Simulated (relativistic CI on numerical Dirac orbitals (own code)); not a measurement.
**Sc²⁺ in a cubic cluster: 2p photoemission with charge transfer**

Computed with a charge-transfer multiplet model of a cubic metal-ligand cluster with up to 2 ligand holes, Slater and spin-orbit integrals from Dirac-Coulomb-Breit ions, Slater integrals scaled by 0.8. The ground state mixes d1 with configurations of k ligand holes L, whose averages lie at kΔ + k(k − 1)U_dd/2; a core hole lowers each added d electron by U_cd. 300 K, Lorentzian 0.6 eV and Gaussian 0.8 eV FWHM.

Atomic integrals in eV (Slater integrals scaled, ζ unscaled), ground: F2dd 4.710, F4dd 2.885, zeta_d 0.008; with the core hole: F2dd 4.710, F4dd 2.885, zeta_d 0.020, zeta_core 3.005, F2cd 4.113, G1cd 2.955, G3cd 1.675. Where a configuration has fewer than two d electrons, the dd integrals are those of d2.

Cluster parameters (eV): Δ = 5.6, U_cd = 6.3, 10Dq = 0.95, 10Dq(ligand) = 0.8, V(eg) = 1.75, V(t2g) = -0.79, final-state hopping factor = 1.

```csv
Case,n_d,d1,d2L,d3L2,S
U_dd = 3.7 eV,1.31,0.71,0.26,0.02,0.50
U_dd = 5.1 eV,1.30,0.72,0.26,0.02,0.50
U_dd = 7.2 eV,1.28,0.73,0.25,0.02,0.50
```

Weights, n_d and S are thermal averages at 300 K. Binding energies count from the first peak over 30 % of the highest in each spectrum, which can be another peak from case to case. The parameters are a model scan and need not match a compound or its usual spin state. Peaks in eV (height, largest 100):
- U_dd = 3.7 eV: 0.0 (100), 4.9 (46), 7.1 (38), 11.9 (16)
- U_dd = 5.1 eV: 0.0 (100), 4.9 (46), 7.2 (35), 12.0 (15)
- U_dd = 7.2 eV: 0.0 (100), 4.8 (46), 7.5 (30), 12.3 (14)

Curve for U_dd = 5.1 eV (points under 2 left out, the grid thinned):

| E (eV) | Intensity |
| --- | --- |
| -3.3 | 2.0 |
| -2.9 | 2.6 |
| -2.5 | 3.6 |
| -2.1 | 5.2 |
| -1.7 | 8.6 |
| -1.3 | 17.2 |
| -0.9 | 39.0 |
| -0.5 | 74.5 |
| -0.1 | 99.0 |
| 0.3 | 89.5 |
| 0.7 | 59.3 |
| 1.2 | 29.3 |
| 1.6 | 17.6 |
| 2.0 | 13.9 |
| 2.4 | 13.9 |
| 2.8 | 14.5 |
| 3.2 | 15.9 |
| 3.6 | 19.8 |
| 4.0 | 27.7 |
| 4.4 | 38.7 |
| 4.8 | 45.8 |
| 5.2 | 42.8 |
| 5.6 | 34.0 |
| 6.0 | 25.8 |
| 6.4 | 24.4 |
| 6.8 | 30.4 |
| 7.2 | 34.8 |
| 7.6 | 30.7 |
| 8.0 | 21.7 |
| 8.4 | 14.3 |
| 8.8 | 9.8 |
| 9.2 | 7.5 |
| 9.6 | 6.1 |
| 10.1 | 4.7 |
| 10.5 | 4.2 |
| 10.9 | 5.1 |
| 11.3 | 8.3 |
| 11.7 | 13.1 |
| 12.1 | 14.9 |
| 12.5 | 12.0 |
| 12.9 | 8.0 |
| 13.3 | 5.2 |
| 13.7 | 4.0 |
| 14.1 | 3.2 |
| 14.5 | 2.2 |

For the case U_dd = 5.1 eV, Δ = 5.6 eV is larger than U_dd = 5.1 eV, the Mott-Hubbard side of the Zaanen-Sawatzky-Allen scheme. With the core hole the average of the configuration with one ligand hole lies at Δ − U_cd = -0.7 eV before mixing: the effective hopping of about 3.8 eV (from the holes of the mixed ground state) is comparable with this gap or larger, so the configurations mix strongly.
